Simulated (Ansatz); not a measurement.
Stepwise reaction of `[Br][GeH2][Br]` with hydrogen chloride, as a gas-phase model of exchange steps in deposition or etching. ΔE in kJ/mol; ΔG adds harmonic PBE0-D4 terms to CCSD(T)/CBS, at 1 bar.

Calculated with Ansatz (gas phase, PBE0-D4/def2-TZVP geometries, no zero-point term in ΔE). CCSD(T)/CBS adds triple-zeta CCSD(T) − MP2 to the extrapolated MP2 energy (def2 sets, frozen cores). This one scheme is used for every species. Functionals use def2-TZVPP. B3LYP here is the variant with VWN-RPA as its local correlation; programs differ in this. For Br, Ge outer-core shells are correlated without core-valence functions, which leaves a few kJ/mol of doubt a bond. Scalar relativity is left out up to krypton.

| step | reaction | PBE-D4 | B3LYP-D4 | ωB97M-V | CCSD(T)/CBS | ΔG(400 K) |
| --- | --- | --- | --- | --- | --- | --- |
| 2 | `[Cl][GeH2][Br]` + HCl → `[Cl][GeH2][Cl]` + HBr | 8.0 | 7.3 | 6.7 | 8.6 | 9.6 |

(1) Give the row of step 1, `[Br][GeH2][Br]` + HCl → `[Cl][GeH2][Br]` + HBr. (Estimate.)

(2) By hand: ΔE of the 2 steps together at CCSD(T)/CBS.

Results:

(1) The calculation gave: 
```csv
step,reaction,PBE-D4,B3LYP-D4,ωB97M-V,CCSD(T)/CBS,ΔG(400 K)
1,`[Br][GeH2][Br]` + HCl → `[Cl][GeH2][Br]` + HBr,8.5,7.9,7.2,9.1,5.4
```

(2) (9.1) + (8.6) = 17.7 kJ/mol, or 8.8 kJ/mol a step.

In ΔE the steps differ by no more than 0.5 kJ/mol. All are uphill at CCSD(T)/CBS. ΔG lies between 5.4 and 9.6 kJ/mol a step. PBE-D4 differs from CCSD(T)/CBS by -0.6 to -0.6 kJ/mol a step. Isolated molecules leave out the surface, adducts and barriers. Largest T1 diagnostic: 0.009.
